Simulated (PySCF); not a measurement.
UHF on Si⁻ (silicon, charge -1)

Configuration: [Ne] 3s2 3p3, high-spin 4S determinant. Computed with PySCF 2.14 in aug-cc-pwCVTZ, with the non-relativistic Hamiltonian (point nucleus).

```
Total energy                                     : -288.888091 hartree
One-electron energy                              : -404.0847 hartree
Hartree (Coulomb) energy                         : 135.6488 hartree
Exchange energy                                  : -20.4522 hartree
Kinetic energy                                   : 288.88118 hartree
⟨S²⟩                                             : 3.7508
⟨L²⟩                                             : 0.000
Sum of ⟨r⟩                                       : 18.90 bohr
Sum of ⟨r²⟩                                      : 54.78 bohr²
Density at the nucleus (Gaussians lack the cusp) : 1740 bohr⁻³
Spin density at the nucleus                      : -0.365 bohr⁻³
Langevin diamagnetic susceptibility              : -43.4 ×10⁻⁶ cm³/mol
```

```json
{"shell": "1s α", "electrons": "1", "mean orbital energy (eV)": "-1865.6", "rms radius, mean of both spins (bohr)": "0.129"}
{"shell": "1s β", "electrons": "1", "mean orbital energy (eV)": "-1865.3", "rms radius, mean of both spins (bohr)": "0.129"}
{"shell": "2s α", "electrons": "1", "mean orbital energy (eV)": "-160.65", "rms radius, mean of both spins (bohr)": "0.614"}
{"shell": "2s β", "electrons": "1", "mean orbital energy (eV)": "-160.35", "rms radius, mean of both spins (bohr)": "0.614"}
{"shell": "2p α", "electrons": "3", "mean orbital energy (eV)": "-109.14", "rms radius, mean of both spins (bohr)": "0.600"}
{"shell": "2p β", "electrons": "3", "mean orbital energy (eV)": "-108.51", "rms radius, mean of both spins (bohr)": "0.600"}
{"shell": "3s α", "electrons": "1", "mean orbital energy (eV)": "-10.905", "rms radius, mean of both spins (bohr)": "2.52"}
{"shell": "3s β", "electrons": "1", "mean orbital energy (eV)": "-5.565", "rms radius, mean of both spins (bohr)": "2.52"}
{"shell": "3p α", "electrons": "3", "mean orbital energy (eV)": "-1.687", "rms radius, mean of both spins (bohr)": "3.61"}
```

Spin-orbit constants ζ (cm⁻¹) from the X2C one-electron operator on these orbitals (non-relativistic here): bare nucleus, nucleus screened by l(l+1)(2l+1)/3 electrons, and screened by the Breit-Pauli mean field of the electrons.

```tsv
shell	bare	screened nucleus	mean field
2p	3836	3288	3038
3p	122.3	104.8	94.23
```
